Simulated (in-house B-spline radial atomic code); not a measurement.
**RPA and G0W0 on LDA VWN5: Yb⁺**

Configuration [Xe] 4f14 6s1, highest spin, mean-field start LDA VWN5. Computed with an all-electron radial atomic-structure program (B-spline basis): all electrons, scalar-relativistic (spin-free one-electron X2C), finite nucleus, each spin shell either full or empty, empty states to l = 9 with an (l + 1/2)⁻⁴ tail; G0W0 by contour deformation at full frequency.

Without the two-electron picture change, the correlation of inner shells comes somewhat too large for so heavy an element.

RPA overbinds a lone outer s electron by self-correlation, and G0W0 tends to as well.

Command:
```bash
python run_gw.py task.json out
```
Settings (radii: box in bohr, nucleus in fm):
```
Z                        70
electrons                69
configuration            [Xe] 4f14 6s1
hamiltonian              x2c
method                   lda,vwn
lmax                     9
rms_radius               5.3108
spin_polarised           True
box_radius               23.78
intervals                70
ion_configuration        [Xe] 4f14
```

Cost of the run: 24 s on 1 thread of Arm Neoverse N1, on a shared host.

Energies (hartree):

| term | value |
| --- | --- |
| mean-field total | -14050.23459 |
| Hartree-Fock functional on these orbitals | -14054.37621 |
| direct second order | -8.2876 |
| second-order exchange | 1.9888 |
| SOSEX correction | 1.7596 |

(1) What is the RPA correlation energy, and what remains with SOSEX?

Quasi-particle levels (eV):

```json
{"level": "6s up", "occupied": "yes", "mean field": "-9.849", "Σx - vxc": "-1.57", "Σc": "?", "QP weight": "?", "G0W0": "?"}
{"level": "6s down", "occupied": "no", "mean field": "-9.051", "Σx - vxc": "4.65", "Σc": "-2.26", "QP weight": "0.817", "G0W0": "-6.664"}
```

G0W0 = mean field + (Σx - vxc) + Σc, with Σc (partial-wave tail included) taken at the quasi-particle energy. Only the outer levels were computed. Levels of low weight are left out.

(2) Where does G0W0 put 6s up?

(3) What does it cost to remove one electron (to [Xe] 4f14) by differences of total energies, each species on its own start (correlation terms add to the Hartree-Fock functional)?

## Answers

(1) RPA gives -6.5251 hartree (-2.57 eV per electron); RPA + SOSEX gives -4.7655, and the second-order doubles -6.2988 hartree (no singles). RPA lacks exchange-type terms and so overcorrelates at short range.

(2) At -12.707 eV, with Σc = -1.29 eV and a quasi-particle weight of 0.904. The tabulated removal energy is 12.179 eV (NIST, measured); the calculation leaves out spin-orbit coupling, Breit and QED terms, and what these don't explain is the method's own error.

(3) LDA VWN5 12.637 eV, Hartree-Fock functional 11.016 eV, + RPA 12.646 eV, + RPA + SOSEX 12.013 eV, + second order 13.999 eV. Tabulated: 12.179 eV (NIST, measured); the calculation leaves out spin-orbit coupling, Breit and QED terms, and what these don't explain is the method's own error.
